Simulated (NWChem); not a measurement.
Species: SnF3 cation; SMILES [F][Sn+]([F])[F]

Computed with NWChem. def2 effective core potentials on Sn; no spin-orbit coupling. Each level has its own optimisation; frequencies are unscaled.

```json
[
 {"level": "B3LYP/3-21G (all-electron, non-relativistic)", "r F–Sn (Å)": "1.876", "highest harmonic frequency (cm⁻¹)": "758", "lowest (cm⁻¹)": "120", "zero-point energy (kcal/mol)": "3.7"},
 {"level": "LDA (Slater exchange, VWN5)/def2-SVP (core potentials)", "r F–Sn (Å)": "1.874", "highest harmonic frequency (cm⁻¹)": "732", "lowest (cm⁻¹)": "122", "zero-point energy (kcal/mol)": "3.6"},
 {"level": "Hartree-Fock/STO-3G (all-electron, non-relativistic)", "r F–Sn (Å)": "1.849", "highest harmonic frequency (cm⁻¹)": "703", "lowest (cm⁻¹)": "148", "zero-point energy (kcal/mol)": "3.6"},
 {"level": "PBE0/def2-SVP (core potentials)", "r F–Sn (Å)": "1.872", "highest harmonic frequency (cm⁻¹)": "___", "lowest (cm⁻¹)": "___", "zero-point energy (kcal/mol)": "3.7"}
]
```

**Question.** Complete the blanks.

**Answer.** 
- PBE0/def2-SVP (core potentials), highest harmonic frequency (cm⁻¹): 745
- PBE0/def2-SVP (core potentials), lowest (cm⁻¹): 134
